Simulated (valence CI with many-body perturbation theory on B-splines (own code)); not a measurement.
## A CI+MBPT run for Bi XLIV

Calculated by relativistic CI+MBPT: four valence electrons over a frozen Dirac-Fock core [Kr], radial functions for each j: 6 s, 6 p, 5 d, 5 f, 1 g, with the one-electron correlation potential Σ1 (screened to all orders), the two-electron term Σ2, the three-electron term Σ3, Breit, model QED; selected single and double excitations, second order for the rest, scaled by the run's own slope (own B-spline code, finite nucleus).

Command, and the settings that its task file holds:

```sh
python run_cv.py task.json out
```

```
atom Bi  Z=83  mass_number=209  rms_radius_fm=5.5211
core [Kr]
valence 4d4
avg = 1
basis = S
breit = 1
cap = 3000
capref = 1200
cscale = 1
de = 0.0
dress = 0
eps = 2e-08
extrap = 1
h = 0.27
hh = 1
l2 = 3
lcore = 6
maxit = 60
n2 = 5
natural = 1
nlev = 21
nno = [3, 3, 3, 3, 1]
nroot = 26
nsp = [3, 3, 2, 2, 0]
pt2 = 1
qed = 1
rpa = 1
s1 = 1
s2 = 1
s3 = 1
screen = 1
tol = 2e-05
whole = 1
```

It took 33 s on 1 thread of Arm Neoverse V2 (shared host).

Log. The first blocks belong to the next ion, which gives the ionisation energy. Fields: 2J, parity (1 odd), roots, reference size, generating configurations, candidates as configurations/state functions, variational space P, stored matrix elements, Davidson steps; e2 is the range of second-order energies in hartree. The first line gives the box (bohr), its intervals, the orbitals and the steps of their self-consistent field. Window is the range of levels sought, series limit the energy at which the first omitted orbital would enter, core excitation an estimate of the first excitation out of the core, left out the lowest levels not solved, and shifts from estimates the range by which levels moved from their first estimate, all in cm⁻¹.

```
rmax 3.4 intervals 57 orbitals 40 references ['4d4', '4d3 4f', '4d2 4f2', '4d3 5s', '4d3 5p'] scf 4 t 1.1
2J=3 par=0 roots 2 ref 38 generators 4 cand 1144/2800 P 120/299 nnz 0 it 0
2J=3 par=0 roots 2 ref 38 generators 8 cand 1682/4009 P 608/1500 nnz 0 it 5
   second order: generators 10 cand 1512/3575 e2 -0.00001 -0.00001
reference levels 697, estimated 33, window 815548 1/cm; series limit 8917932, core excitation 1550487
2J=0 par=0 roots 4 ref 26 generators 8 cand 3579/7860 P 280/600 nnz 0 it 0
2J=0 par=0 roots 4 ref 26 generators 10 cand 3312/7286 P 1392/2964 nnz 1.1e+06 it 5
   second order: generators 14 cand 3344/7668 e2 -0.00001 -0.00000
2J=2 par=0 roots 4 ref 44 generators 7 cand 3663/21454 P 110/594 nnz 0 it 0
2J=2 par=0 roots 4 ref 44 generators 10 cand 3565/20904 P 595/3000 nnz 2.2e+06 it 7
   second order: generators 11 cand 3718/22105 e2 -0.00035 -0.00019
2J=8 par=0 roots 6 ref 85 generators 9 cand 3669/34878 P 78/600 nnz 0 it 0
2J=8 par=0 roots 6 ref 85 generators 11 cand 3604/34363 P 393/3000 nnz 2.4e+06 it 5
   second order: generators 15 cand 3981/40494 e2 -0.00143 -0.00066
2J=4 par=0 roots 7 ref 78 generators 10 cand 3720/31543 P 79/599 nnz 0 it 0
2J=4 par=0 roots 7 ref 78 generators 11 cand 3654/31022 P 412/2998 nnz 2.2e+06 it 8
   second order: generators 16 cand 4661/40997 e2 -0.00150 -0.00065
2J=6 par=0 roots 5 ref 77 generators 7 cand 3665/35622 P 77/592 nnz 0 it 0
2J=6 par=0 roots 5 ref 77 generators 10 cand 3600/35107 P 355/2992 nnz 2.4e+06 it 5
   second order: generators 14 cand 4674/48050 e2 -0.00132 -0.00070
2J=10 par=0 roots 2 ref 63 generators 3 cand 2837/25446 P 82/596 nnz 0 it 0
2J=10 par=0 roots 2 ref 63 generators 7 cand 3475/29110 P 434/2999 nnz 2.4e+06 it 5
   second order: generators 8 cand 3123/26707 e2 -0.00038 -0.00036
2J=12 par=0 roots 2 ref 54 generators 2 cand 924/3946 P 112/593 nnz 0 it 0
2J=12 par=0 roots 2 ref 54 generators 7 cand 3237/22130 P 629/2995 nnz 2.3e+06 it 5
   second order: generators 9 cand 3412/27342 e2 -0.00010 -0.00010
left out: unestimated 1226029, estimated 910338, shifts from estimates -311 to 0
operators 2.8
```

The Davidson iterations converged.

The last digits are not significant, and no measured levels were compared; by estimate large intervals hold to a few tenths of a per cent, small ones and those within an open d or f shell to about a per cent. Among the levels kept, up to 280 cm⁻¹ of a level comes from second order outside the variational space, and about a tenth of that is noise between levels of different J, which matters for small intervals. Only levels of the ground parity were solved; by the run's estimate the other parity begins above the list, which can be wrong where configurations are misplaced.

| Item | Value |
| --- | --- |
| Valence energy | -336.5076 hartree |
| Ionisation energy | 2191.3 eV (NIST: 2190 ± 4 eV (theoretical)) |
| Reference configurations for the orbitals | 4d4, 4d3 4f, 4d2 4f2, 4d3 5s, 4d3 5p |
| Radial orbitals | 40 |
| Box radius | 3.394 bohr |
| Largest variational space | 3000 |
| Lowest levels | (4d3/2^4) J=0 0.000, (4d3/2^3 4d5/2) J=1 29.446, (4d3/2^3 4d5/2) J=4 35.347, (4d3/2^3 4d5/2) J=2 36.349, (4d3/2^3 4d5/2) J=3 37.836, (4d3/2^2 4d5/2^2) J=0 [a] 63.025, (4d3/2^2 4d5/2^2) J=2 [a] 63.204, (4d3/2^2 4d5/2^2) J=4 [a] 64.649, (4d3/2^2 4d5/2^2) J=3 [a] 65.201, (4d3/2^2 4d5/2^2) J=5 67.369, (4d3/2^2 4d5/2^2) J=6 69.062, (4d3/2^2 4d5/2^2) J=1 69.211, (4d3/2^2 4d5/2^2) J=3 [b] 70.764, (4d3/2^2 4d5/2^2) J=4 [b] 71.280 eV |

Levels are named by their leading jj configuration (3d3/2^4 stands for four electrons in 3d with j = 3/2), which in mixed levels can hold well under half, so a name can repeat and another be missing. Letters in brackets count levels of one name in rising energy.
